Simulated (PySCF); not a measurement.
## HfN: input and log

State: ²Σ⁺ (doublet), unpaired electrons σ ↑.

An equivalent input (the run itself took its basis sets from the Basis Set Exchange, started from a PBE0 density and held the occupation σ 6α 5β, πx 2α 2β, πy 2α 2β):

```python
from pyscf import gto, dft
mol = gto.M(atom='Hf 0 0 0; N 0 0 1.716', basis={'Hf': 'def2-TZVPPD', 'N': 'def2-TZVPPD'}, ecp={'Hf': 'def2-TZVPPD'},
            charge=0, spin=1, verbose=4, symmetry='C2v')
mf = dft.UKS(mol, xc='HYB_GGA_XC_B97_3')
mf.grids.atom_grid = (80, 434)
mf.grids.prune = dft.gen_grid.treutler_prune
mf.irrep_nelec = {'A1': (6, 5), 'B1': (2, 2), 'B2': (2, 2)}
mf.conv_tol = 1e-9
mf.max_cycle = 60
mf.diis_space = 10
mf.kernel()
```

The log (some set-up lines and the per-cycle HOMO/LUMO lines removed):

```
******** <class 'pyscf.dft.uks_symm.SymAdaptedUKS'> ********
method = SymAdaptedUKS
damping factor = 0
level_shift factor = 0
DIIS = <class 'pyscf.scf.diis.CDIIS'>
diis_start_cycle = 1
diis_space = 10
diis_damp = 0
SCF conv_tol = 1e-09
SCF conv_tol_grad = None
SCF max_cycles = 60
number electrons alpha = 10  beta = 9
Set gradient conv threshold to 3.16228e-05
init E= -102.652527912556
cycle= 1 E= -102.652736197749  delta_E= -0.000208  |g|= 0.025  |ddm|= 0.195
cycle= 2 E= -102.64933545378  delta_E= 0.0034  |g|= 0.09  |ddm|= 0.063
cycle= 3 E= -102.653037952358  delta_E= -0.0037  |g|= 0.00253  |ddm|= 0.0522
cycle= 4 E= -102.653046994475  delta_E= -9.04e-06  |g|= 0.00115  |ddm|= 0.00491
cycle= 5 E= -102.653053982686  delta_E= -6.99e-06  |g|= 0.000576  |ddm|= 0.00715
cycle= 6 E= -102.653055433822  delta_E= -1.45e-06  |g|= 0.000257  |ddm|= 0.00351
cycle= 7 E= -102.653055655908  delta_E= -2.22e-07  |g|= 8.25e-05  |ddm|= 0.00191
cycle= 8 E= -102.653055713857  delta_E= -5.79e-08  |g|= 5.8e-05  |ddm|= 0.00111
cycle= 9 E= -102.653055751942  delta_E= -3.81e-08  |g|= 4.47e-05  |ddm|= 0.00087
cycle= 10 E= -102.653055791463  delta_E= -3.95e-08  |g|= 2.34e-05  |ddm|= 0.00124
cycle= 11 E= -102.653055809273  delta_E= -1.78e-08  |g|= 8.36e-06  |ddm|= 0.00132
cycle= 12 E= -102.653055809981  delta_E= -7.08e-10  |g|= 2.62e-06  |ddm|= 0.000311
Extra cycle  E= -102.653055809967  delta_E= 1.43e-11  |g|= 7.6e-06  |ddm|= 1.02e-05
converged SCF energy = -102.653055809967  <S^2> = 0.75195142  2S+1 = 2.0019505
```

A point of this curve took 5.3 CPU seconds beside 0.61 for the integrals, on AMD EPYC 7R43 64-Core (shared host).

Spin–orbit coupling is left out. The state is the lowest single determinant that the PBE0 search found; with open d or f shells the true ground state can be another one.
